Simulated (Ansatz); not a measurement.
Geometry optimisation, UKS PBE0/def2-SVP in Ansatz 0.2.0.

input.yaml

```yaml
crystal:
  periodic: [false, false, false]
  atoms:
    - { symbol: Zn, position_ang: [-1.7728, -0.8227, -0.6297] }
    - { symbol: S, position_ang: [0.1619, -1.3859, 0.4361] }
    - { symbol: Ga, position_ang: [1.564, 0.2454, 0.6879] }
    - { symbol: H, position_ang: [-1.4557, 0.0242, -0.9132] }
    - { symbol: H, position_ang: [1.1509, 1.0598, -0.719] }
    - { symbol: H, position_ang: [0.3937, 0.8152, 1.0917] }
magnetization:
  spin_polarized: true
basis:
  gaussian: { orbitals: def2-SVP }
hamiltonian:
  xc: pbe0
relax:
  f_tol: 0.02
  max_steps: 50
```

Launched with:

```bash
$ ansatz run input.yaml --threads 2 --pin off --max-ram 3072MiB --backend cpu --events-out ev --progress --plain --runs-dir out
```

**Question.** Where does it end, and by what steps?

**Answer.** The run converged. The force dipped under the threshold on the way, but the program's further checks kept it going. After 19 steps the energy has fallen by 12.439 eV; H6 moved furthest, 1.88 Å. The start is strongly strained (largest force component 32 eV/Å).

```csv
step,energy less start (eV),largest force component (eV/Å),accepted
0,0.0000,31.552,yes
1,-6.6492,9.985,yes
2,-9.3714,3.153,yes
3,-10.8445,2.488,yes
4,-11.5505,1.044,yes
5,-11.8173,0.405,yes
6,-11.9623,0.206,yes
7,-12.0639,0.198,yes
8,-12.1500,0.174,yes
9,-12.2115,0.168,yes
10,-12.2638,0.208,yes
11,-12.3126,0.262,yes
12,-12.3505,0.279,yes
13,-12.4008,0.163,yes
14,-12.4288,0.106,yes
15,-12.4379,0.034,yes
16,-12.4373,0.047,no
17,-12.4387,0.015,yes
18,-12.4388,0.030,yes
19,-12.4391,0.001,yes
```

```xyz
6
Properties=species:S:1:pos:R:3
Zn -1.417 -0.779 -0.874
S -0.352 -1.253 0.979
Ga 1.028 0.437 0.732
H -2.188 -0.478 -2.168
H 0.849 1.349 -0.540
H 2.122 0.659 1.824
```

Whether the end is a true minimum wasn't checked by a vibrational analysis.

Run time: 69 s on 2 threads of Intel(R) Xeon(R) 6975P-C (Granite Rapids) (shared host), peak memory 0.39 GiB.
